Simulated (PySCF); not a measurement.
H13NOSi6.
Atom-mapped SMILES: `[NH2:1][Si@H:2]1[SiH2:3][SiH2:4][Si@@H:5]([OH:6])[SiH2:7][SiH2:8]1`

NICS = −σ at a ghost point: NICS(0) at the centroid of the ring atoms, NICS(1) 1 Å to either side along the normal of their mean plane, zz for the tensor component along that normal. Level: GIAO PBE0/pcSseg-1 (PySCF, non-relativistic, gas phase) on the GFN2-xTB geometry, one conformer.

Ring bond lengths (Å), with Mayer bond orders in brackets: Si2–Si3 2.329 (0.88), Si3–Si4 2.329 (0.87), Si4–Si5 2.328 (0.86), Si5–Si7 2.322 (0.88), Si7–Si8 2.331 (0.86), Si8–Si2 2.326 (0.90).

Task: What do the NICS probes read (ppm)?

Result: 
```csv
ring,type,NICS(0),"NICS(1), two faces","NICS(1)zz, two faces",rms pucker (Å),"centre to ring atoms, mean (Å)"
Si2–Si3–Si4–Si5–Si7–Si8,6-membered ring with 6 Si; formal bonds all single,-0.1,0.6 / -1.4,5.7 / 5.2,0.40,2.25
```

Task: What do they say, and how far can they be read as aromaticity?

Result: 
- Si2–Si3–Si4–Si5–Si7–Si8: mean NICS(1)zz 5.5 ppm, deshielded. Si2, Si3, Si4, Si5, Si7, Si8 have four or more neighbours; no verdict on aromaticity is drawn.

Task: What is the mean of the two in-plane components of NICS at the second NICS(1) probe listed for ring Si2–Si3–Si4–Si5–Si7–Si8, 1 Å off the ring?

Result: The isotropic value is a third of the trace: (3 × -1.4 − (5.2))/2 = -4.7 ppm.

Time: 63 s of wall time; peak memory 1.2 GiB. Hardware: Arm Neoverse V2, one thread, shared host with 32 logical CPUs at a one-minute load of 26. This is the whole shielding run at PBE0/pcSseg-1, SCF included.
